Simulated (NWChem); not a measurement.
All runs are NWChem calculations. System: BN, charge 0, spin multiplicity 3, at a geometry optimised with UPBE0/def2-SVP. The structure started from a generated list of species. Its SCF solution wasn't tested for a lower state. Level: UHF/cc-pVTZ.

Input file:

```
start mol
memory heap 200 mb stack 900 mb global 1100 mb
geometry units angstroms nocenter noautoz
  B      0.000000     0.000000     0.768245
  N      0.000000     0.000000    -0.548746
  symmetry group C2v
end
basis spherical
  * library cc-pvtz
end
scf
  uhf
  nopen 2
  maxiter 100
  thresh 1e-7
  semidirect memsize 60000000 filesize 0
  # guess.movecs holds the orbitals of an unrestricted PBE0 run
  vectors input guess.movecs output mol.movecs
end
task scf energy
```

Part of the output:

```
             Northwest Computational Chemistry Package (NWChem) 7.3.0
             --------------------------------------------------------

                                NWChem Input Module
                                -------------------

 Scaling coordinates for geometry "geometry" by  1.889725989
 (inverse scale =  0.529177249)

 Turning off AUTOSYM since
 SYMMETRY directive was detected!

                             Geometry "geometry" -> ""
                             -------------------------

 Output coordinates in angstroms (scale by  1.889725989 to convert to a.u.)

  No.       Tag          Charge          X              Y              Z
 ---- ---------------- ---------- -------------- -------------- --------------
    1 B                    5.0000     0.00000000     0.00000000     0.76824500
    2 N                    7.0000     0.00000000     0.00000000    -0.54874600

 Effective nuclear repulsion energy (a.u.)      14.0632728052

            Nuclear Dipole moment (a.u.)
            ----------------------------
        X                 Y               Z
 ---------------- ---------------- ----------------
     0.0000000000     0.0000000000     0.0000056692

      Symmetry information
      --------------------

 Group name             C2v
 Group number             16
 Group order               4
 No. of unique centers     2

      Symmetry unique atoms

     1    2


 Summary of "ao basis" -> "" (spherical)
 ------------------------------------------------------------------------------
       Tag                 Description            Shells   Functions and Types
 ---------------- ------------------------------  ------  ---------------------
 *                          cc-pvtz                   on all atoms

 Summary of "ao basis" -> "ao basis" (spherical)
 ------------------------------------------------------------------------------
       Tag                 Description            Shells   Functions and Types
 ---------------- ------------------------------  ------  ---------------------
 B                          cc-pvtz                 10       30   4s3p2d1f
 N                          cc-pvtz                 10       30   4s3p2d1f

                                 NWChem SCF Module
                                 -----------------

  ao basis        = "ao basis"
  functions       =    60
  atoms           =     2
  alpha electrons =     7
  beta  electrons =     5
  charge          =   0.00
  wavefunction    = UHF
  use symmetry    = T
  symmetry adapt  = T

 Summary of "ao basis" -> "ao basis" (spherical)
 ------------------------------------------------------------------------------
       Tag                 Description            Shells   Functions and Types
 ---------------- ------------------------------  ------  ---------------------
 B                          cc-pvtz                 10       30   4s3p2d1f
 N                          cc-pvtz                 10       30   4s3p2d1f

      Symmetry analysis of basis
      --------------------------

        a1         26
        a2          6
        b1         14
        b2         14

 Forming initial guess at       0.0s

   Symmetry analysis of molecular orbitals - initial alpha
   -------------------------------------------------------

  Numbering of irreducible representations:

     1 a1          2 a2          3 b1          4 b2

  Orbital symmetries:

     1 a1          2 a1          3 a1          4 a1          5 b1
     6 a1          7 b2          8 b1          9 b2         10 a1
[...]
    12      0.805247  1 B  py                42     -0.543123  2 N  py
     9      0.234841  1 B  py                39     -0.217349  2 N  py
    36     -0.202703  2 N  py                 6      0.158992  1 B  py

 Vector   10  Occ=0.000000D+00  E= 1.870889D-01  Symmetry=a1
              MO Center= -1.8D-15,  2.0D-15,  3.3D-01, r^2= 6.0D+00
   Bfn.  Coefficient  Atom+Function         Bfn.  Coefficient  Atom+Function
  ----- ------------  ---------------      ----- ------------  ---------------
    34      2.296808  2 N  s                  4     -1.801955  1 B  s
    13      1.677542  1 B  pz                10      0.445558  1 B  pz
    43      0.446986  2 N  pz                21     -0.262519  1 B  d  0
     2     -0.163190  1 B  s

                     UHF Final Beta Molecular Orbital Analysis
                     -----------------------------------------

 Vector    3  Occ=1.000000D+00  E=-1.028174D+00  Symmetry=a1
              MO Center= -1.3D-16,  2.0D-16, -2.4D-01, r^2= 6.0D-01
   Bfn.  Coefficient  Atom+Function         Bfn.  Coefficient  Atom+Function
  ----- ------------  ---------------      ----- ------------  ---------------
    32      0.476710  2 N  s                  2      0.223329  1 B  s
    34      0.174382  2 N  s

 Vector    4  Occ=1.000000D+00  E=-5.146517D-01  Symmetry=a1
              MO Center= -2.5D-18,  7.9D-17, -6.3D-01, r^2= 9.0D-01
   Bfn.  Coefficient  Atom+Function         Bfn.  Coefficient  Atom+Function
  ----- ------------  ---------------      ----- ------------  ---------------
    40      0.346414  2 N  pz                34     -0.307249  2 N  s
    37      0.279568  2 N  pz                 2      0.273474  1 B  s
    32     -0.240683  2 N  s                 43      0.235761  2 N  pz

 Vector    5  Occ=1.000000D+00  E=-4.391369D-01  Symmetry=b2
              MO Center= -1.4D-16,  1.7D-14, -2.8D-01, r^2= 1.1D+00
   Bfn.  Coefficient  Atom+Function         Bfn.  Coefficient  Atom+Function
  ----- ------------  ---------------      ----- ------------  ---------------
    39      0.385966  2 N  py                42      0.294019  2 N  py
    36      0.290705  2 N  py                 9      0.168075  1 B  py

 Vector    6  Occ=0.000000D+00  E= 1.328057D-03  Symmetry=a1
              MO Center= -1.7D-17, -2.0D-14,  1.4D+00, r^2= 2.1D+00
   Bfn.  Coefficient  Atom+Function         Bfn.  Coefficient  Atom+Function
  ----- ------------  ---------------      ----- ------------  ---------------
     4      1.052865  1 B  s                 34     -0.488022  2 N  s
    43     -0.329803  2 N  pz                 2      0.258632  1 B  s
    13      0.211280  1 B  pz                 7      0.169496  1 B  pz
    40     -0.162191  2 N  pz

 Vector    7  Occ=0.000000D+00  E= 9.660858D-03  Symmetry=b1
              MO Center= -1.9D-16,  4.5D-16,  2.1D-01, r^2= 2.4D+00
   Bfn.  Coefficient  Atom+Function         Bfn.  Coefficient  Atom+Function
  ----- ------------  ---------------      ----- ------------  ---------------
    11      0.482617  1 B  px                38      0.211527  2 N  px
    41      0.196053  2 N  px                 5      0.182949  1 B  px
     8      0.177524  1 B  px                35      0.162067  2 N  px

 Vector    8  Occ=0.000000D+00  E= 1.458671D-01  Symmetry=b2
              MO Center=  1.5D-15, -4.0D-15,  8.7D-01, r^2= 4.2D+00
   Bfn.  Coefficient  Atom+Function         Bfn.  Coefficient  Atom+Function
  ----- ------------  ---------------      ----- ------------  ---------------
    12      1.046740  1 B  py                42     -0.514153  2 N  py
    36     -0.156009  2 N  py                39     -0.153549  2 N  py

 center of mass
 --------------
 x =   0.00000000 y =   0.00000000 z =   0.05845571

 moments of inertia (a.u.)
 ------------------
          38.176106035717           0.000000000000           0.000000000000
           0.000000000000          38.176106035717           0.000000000000
           0.000000000000           0.000000000000           0.000000000000

  Mulliken analysis of the total density
  --------------------------------------

    Atom       Charge   Shell Charges
 -----------   ------   -------------------------------------------------------
    1 B    5     4.84   1.96  0.74  0.15  0.28  0.52  0.85  0.23  0.04  0.06  0.01
    2 N    7     7.16   1.95  1.01  0.23  0.48  0.88  1.61  0.97  0.01  0.03  0.00

  Mulliken analysis of the alpha density
  --------------------------------------

    Atom       Charge   Shell Charges
 -----------   ------   -------------------------------------------------------
    1 B    5     3.12   0.98  0.51  0.09  0.25  0.39  0.67  0.17  0.02  0.04  0.01
    2 N    7     3.88   0.98  0.51  0.11  0.24  0.51  0.95  0.55  0.00  0.02  0.00

   Mulliken analysis of the beta density
   -------------------------------------

    Atom       Charge   Shell Charges
 -----------   ------   -------------------------------------------------------
    1 B    5     1.72   0.98  0.23  0.06  0.03  0.13  0.18  0.06  0.02  0.03  0.00
    2 N    7     3.28   0.98  0.50  0.11  0.24  0.37  0.66  0.42  0.00  0.01  0.00

   Mulliken analysis of the spin density
   -------------------------------------

    Atom       Charge   Shell Charges
 -----------   ------   -------------------------------------------------------
    1 B    5     1.40   0.00  0.27  0.04  0.22  0.25  0.49  0.11  0.00  0.01  0.00
    2 N    7     0.60  -0.00  0.01  0.00  0.01  0.15  0.28  0.14  0.00  0.01  0.00

       Multipole analysis of the density wrt the origin
       ------------------------------------------------

     L   x y z        total         alpha         beta         nuclear
     -   - - -        -----         -----         ----         -------
     0   0 0 0     -0.000000     -7.000000     -5.000000     12.000000

     1   1 0 0      0.000000      0.000000      0.000000      0.000000
     1   0 1 0     -0.000000     -0.000000     -0.000000      0.000000
     1   0 0 1      1.064194     -0.680638      1.744826      0.000006

     2   2 0 0     -7.458708     -5.423100     -2.035608      0.000000
     2   1 1 0     -0.000000     -0.000000      0.000000      0.000000
     2   1 0 1     -0.000000      0.000000     -0.000000      0.000000
     2   0 2 0     -9.009718     -5.546446     -3.463271      0.000000
     2   0 1 1     -0.000000     -0.000000     -0.000000      0.000000
     2   0 0 2     -8.689931    -17.737671     -9.017764     18.065504

 Task  times  cpu:        0.3s     wall:        0.3s

 Total times  cpu:        0.4s     wall:        0.4s
```
